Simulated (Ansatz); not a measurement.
System: SiH₂Cl, net charge 0, doublet state. SMILES: Cl[SiH2]
Geometry: optimised at B3LYP-D3(BJ)/def2-TZVP (Ansatz, a quantum-chemistry and plane-wave program).

Quantity: size of the dipole moment, in D. Terms: LANL2DZ with its own core potentials from Na on; 6-311+G** with 5d, 6d on Na to Ar in Ansatz; no dispersion term unless named; no spin-orbit coupling; open shells spin-unrestricted; non-relativistic; 6-31G* and kin with 6d, 5d where marked. First-principles rows: single points at B3LYP-D3(BJ) geometries (Ansatz).

```json
[
 {"level": "B3LYP/STO-3G", "program": "Ansatz", "size of the dipole moment (D)": "2.56"},
 {"level": "B3LYP/3-21G", "program": "Ansatz", "size of the dipole moment (D)": "2.15"},
 {"level": "B3LYP/LANL2DZ", "program": "Ansatz", "size of the dipole moment (D)": "2.14"},
 {"level": "B3LYP/6-31G", "program": "Ansatz", "size of the dipole moment (D)": "2.14"},
 {"level": "B3LYP/6-31G*", "program": "Ansatz", "size of the dipole moment (D)": "1.58"},
 {"level": "B3LYP/6-31+G*", "program": "Ansatz", "size of the dipole moment (D)": "1.61"},
 {"level": "B3LYP/6-31G**", "program": "Ansatz", "size of the dipole moment (D)": "1.59"},
 {"level": "B3LYP/def2-SVP", "program": "Ansatz", "size of the dipole moment (D)": "1.20"},
 {"level": "B3LYP/cc-pVDZ", "program": "Ansatz", "size of the dipole moment (D)": "1.31"},
 {"level": "B3LYP/6-311+G**", "program": "Ansatz", "size of the dipole moment (D)": "1.61"}
]
```

No value to compare with is used here. The 10 habitual levels span 1.20 (B3LYP/def2-SVP) to 2.56 D (B3LYP/STO-3G).

The sets are all those run for this method; left out are runs that failed, that the program found above a lower state of the same kind, or whose <S^2> lies over 0.5 above the pure value.
